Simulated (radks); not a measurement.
Values are calculated unless marked as measured or tabulated.
Q: The mean radii <r> (bohr) of the occupied orbitals of an atom or ion are listed with their occupations. Code: a radial shooting solver on a logarithmic mesh with Libxc functionals. Model: Dirac Kohn-Sham, relativistic LDA (MacDonald-Vosko exchange, VWN5 correlation), spin-unpolarised, spherical densities, finite nucleus; Fermi nuclear charge, rms radius of each element as measured or else 0.836 A^(1/3) + 0.57 fm.

orbital  occ.      <r>
1s1/2       2  0.01975
2s1/2       2  0.08283
2p1/2       2  0.06873
2p3/2       4  0.07613
3s1/2       2   0.2116
3p1/2       2   0.2007
3p3/2       4   0.2134
3d3/2       4   0.1860
3d5/2       5   0.1900

Name the element and its charge. Open shells, if any, fill j = l - 1/2 first.

A: Z = 70, ytterbium, charge +43: Yb43+ in [Ar] 3d9. The 1s radius gives Z: for a bare nucleus <r> = (2 gamma + 1)/(2Z) with gamma = sqrt(1 - (Z/c)^2), 0.01942 bohr for Z = 70, and screening makes it slightly larger (0.01975 here). The occupations add up to 27, and the charge is Z minus that.
